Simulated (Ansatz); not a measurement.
Reaction (formal exchange of groups at the Al–C bond): `C=[CH][AlH][NH2]` + `Cl[SiH]1[SiH2]S1` → `[NH2][AlH][SiH]1[SiH2]S1` + `C=CCl`

Computed with Ansatz on PBE0-D4/def2-TZVP structures; ΔE is electronic, products minus reactants. CCSD(T)/CBS adds triple-zeta CCSD(T) − MP2 to the extrapolated MP2 energy (def2 sets, frozen cores). This one scheme is used for every species. DFT in def2-TZVPP. B3LYP here is the variant with VWN-RPA as its local correlation; programs differ in this. One conformer a species, not always the lowest.

`C=[CH][AlH][NH2]`:

Z-matrix (Å, degrees):
```
C
C 1 1.335
H 1 1.089 2 122.9
H 1 1.088 2 122.2 3 180.0
Al 2 1.944 1 123.1 3 -179.9
H 2 1.091 1 116.0 3 -0.0
N 5 1.769 2 119.0 1 -1.3
H 5 1.585 2 123.5 1 178.7
H 7 1.007 5 126.3 2 -0.4
H 7 1.007 5 123.7 2 179.8
```

`Cl[SiH]1[SiH2]S1`:

Cartesian coordinates in Å:
```
Cl -1.997 -1.196 1.427
Si -0.895 0.270 0.519
Si 0.858 -0.205 -0.789
S 1.093 0.551 1.227
H -1.730 1.486 0.453
H 1.311 -1.601 -0.983
H 1.360 0.695 -1.855
```

`[NH2][AlH][SiH]1[SiH2]S1`:

Z-matrix (Å, degrees):
```
Si
Al 1 2.428
S 1 2.190 2 110.6
Si 1 2.262 2 118.4 3 -63.1
H 1 1.489 2 123.6 3 137.2
N 2 1.762 1 111.3 3 11.6
H 2 1.583 1 127.7 3 -171.3
H 4 1.482 1 122.1 2 -160.2
H 4 1.483 1 122.1 2 -5.2
H 6 1.009 2 122.5 1 -4.5
H 6 1.007 2 126.7 1 176.4
```

`C=CCl`:

```xyz
6

C     0.220    0.552    0.438
C    -0.145   -0.527   -0.229
Cl   -0.703   -0.493   -1.856
H     0.190    1.540   -0.003
H     0.562    0.454    1.462
H    -0.124   -1.526    0.188
```

```
         level  ΔE (eV)
      B3LYP-D4     1.24
        B2PLYP     1.30
 MP2/CBS(def2)     1.37
CCSD/CBS(def2)     1.33
```

Q: What does CCSD(T)/CBS give? (An estimate is asked.)

A: Computed: +1.28 eV. The listed levels differ from it by -0.04, 0.02, 0.09, 0.05 eV.

Largest T1 diagnostic among the species: 0.014.

In def2-TZVPP, CCSD(T) changes the Hartree–Fock value by −0.23 eV (the triples alone add −0.04 eV) and MP2 by −0.14 eV. From PBE to PBE0 (25 % exact exchange), in def2-TZVPP and without D4, ΔE moves by +0.09 eV.
